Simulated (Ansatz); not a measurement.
## Appearance energy of a fragment ion: SiH3(GeH3) → [SiH3]+ + GeH3 + e⁻

Species: SiH3(GeH3), singlet; [SiH3]+ `[SiH3+]`, singlet; GeH3 `[GeH3]`, doublet. 

Shapes, held fixed at every level: PBE0-D4/def2-TZVP. Programs: Ansatz 0.2.0. Electronic energies: no zero-point or thermal term.

**Question.** Estimate ΔE of this reaction.

**Answer.** The highest level, CCSD(T)/def2-TZVPP, gives ΔE = +11.29 eV; the levels span +9.92 to +11.36. The column of differences is taken from that level and isn't an error. No measured value is set beside it here. Open shells run unrestricted unless RO is named. Relativity is left out for Ge unless named. Correlated rows may include outer-core shells of Ge, which these sets cover unevenly. The onset seen in experiment also holds zero-point changes and kinetic shifts.

```json
{"level": "HF/def2-TZVPP", "kind": "Hartree–Fock", "ΔE (eV)": "+9.92", "less CCSD(T)/def2-TZVPP": "-1.37"}
{"level": "B3LYP-D4/def2-TZVPP", "kind": "global hybrid", "ΔE (eV)": "+11.36", "less CCSD(T)/def2-TZVPP": "+0.07"}
{"level": "BHLYP-D4/def2-TZVPP", "kind": "global hybrid", "ΔE (eV)": "+11.22", "less CCSD(T)/def2-TZVPP": "-0.07"}
{"level": "wB97M-V/def2-TZVPP", "kind": "range-separated hybrid", "ΔE (eV)": "+11.26", "less CCSD(T)/def2-TZVPP": "-0.03"}
{"level": "CCSD(T)/def2-SVP", "kind": "coupled cluster or CI", "ΔE (eV)": "+10.98", "less CCSD(T)/def2-TZVPP": "-0.31"}
{"level": "CCSD/def2-SVP", "kind": "coupled cluster or CI", "ΔE (eV)": "+10.92", "less CCSD(T)/def2-TZVPP": "-0.37"}
{"level": "CCSD(T)/def2-TZVPP", "kind": "coupled cluster or CI", "ΔE (eV)": "+11.29", "less CCSD(T)/def2-TZVPP": "0.00"}
```
